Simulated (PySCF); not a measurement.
**Molecular orbitals of BI⁺**

UHF at R = 1.962 Å; PySCF, spin-free X2C with a Gaussian nucleus, basis sets B x2c-SVPall, I x2c-SVPall. State: ²Σ⁺ (doublet), unpaired electrons σ ↑. Only the outer orbitals are listed, counted within each symmetry.

```
spin  orbital  occ.  ε (eV)  on B (%)         main shells (%)
   α      11σ     1  -33.15        17          79 I s, 12 B s
   α      12σ     1  -23.75        56  54 B s, 29 I p, 14 I s
   α      13σ     1  -19.63        67  50 B p, 31 I p, 16 B s
   α       6π     1  -17.88        16          83 I p, 16 B p
   α       6π     1  -17.88        16          83 I p, 16 B p
   α       7π     0   -6.19        79          79 B p, 17 I p
   α       7π     0   -6.19        79          79 B p, 17 I p
   α      14σ     0   -1.02        44  41 I p, 33 B p, 16 I d
   β      11σ     1  -32.90        16           82 I s, 9 B s
   β      12σ     1  -22.21        35  50 I p, 27 B s, 14 I s
   β       6π     1  -18.00         9           90 I p, 8 B p
   β       6π     1  -18.00         9           90 I p, 8 B p
   β      13σ     0   -6.67        87  67 B s, 19 B p, 13 I p
   β       7π     0   -4.73        84           84 B p, 9 I p
   β       7π     0   -4.73        84           84 B p, 9 I p
```

**Question.** Which are the highest filled and the lowest empty level, where do they sit, and how wide is the gap?

**Answer.** Highest filled α 6π at -17.88 eV (in %: 83 I p, 16 B p); lowest empty β 13σ at -6.67 eV (in %: 67 B s, 19 B p, 13 I p); the gap at UHF is 11.21 eV.

* bond order (Mayer): 1.87
* ⟨S²⟩: 0.776
* charge on B (Mulliken, basis-dependent): 0.58
* charge on B (Löwdin, basis-dependent): 0.28
* dipole moment (positive dipole points towards I; it is taken about the centre of mass and depends on that origin): -3.79 D
* polarisability along the bond: 46.1 bohr³
* polarisability across the bond: 23.7 bohr³

Spin–orbit coupling is left out. The state is the lowest determinant that a PBE0 search found; another state may lie lower at other levels.
